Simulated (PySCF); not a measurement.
**Working out the ionisation energy of Ni**

Ni [Ar] 3d8 4s2 (3F) → Ni+ [Ar] 3d9 (2D). Computed with PySCF 2.14 in def2-SVP (5s3p2d1f, 31 functions), with no relativity, point nucleus. Frozen: [Ar]. Energies in hartree (1 hartree = 27.21139 eV):

| part | Ni (lower) | Ni+ (upper) |
| --- | --- | --- |
| UHF | -1506.643119 | -1506.345359 |
| MP2 opposite-spin | -0.119102 | -0.144582 |
| MP2 same-spin | -0.065439 | -0.087982 |

Question: What does Hartree-Fock give?

Answer: (-1506.345359) − (-1506.643119) = 0.297760 hartree = 8.102 eV.

Question: What do MP2 and SCS-MP2 (6/5 opposite-spin, 1/3 same-spin) give?

Answer: The opposite-spin parts differ by -0.693 eV and the same-spin parts by -0.613 eV. MP2: 8.102 + (-0.693) + (-0.613) = 6.796 eV. SCS-MP2: 8.102 + 1.2 × (-0.693) + (-0.613)/3 = 7.066 eV.

Reference: 7.640 eV (measured; NIST Atomic Spectra Database, ionization energies), between the lowest levels; spin-orbit coupling is absent from the calculation.

The calculation is non-relativistic.

A double-zeta basis recovers only part of the correlation energy.

What remains against the reference includes basis incompleteness, the frozen core and correlation beyond second order.
